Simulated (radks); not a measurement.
The numbers below are computed, except where a source is named.
Question: Mean orbital radii <r> (bohr) of the scandium ion Sc18+, [He] 2s1, of relativity; Dirac values are averaged over j with weights 2j + 1. Spin-unpolarised spherical Kohn-Sham, PBE, point nucleus unless stated (finite: rms radius 3.5459 fm), a radial shooting solver on a logarithmic mesh with Libxc functionals. A level marked "c x" has the speed of light scaled by that factor.

| shell | non-rel. |
|---|---|
| 1s | 0.07296 |
| 2s | 0.3040 |

Give the values at the level "Dirac, finite nucleus".

Answer: 
shell  Dirac, finite nucleus  change of magnitude (%)
1s                   0.07240                    -0.76
2s                    0.3016                    -0.80
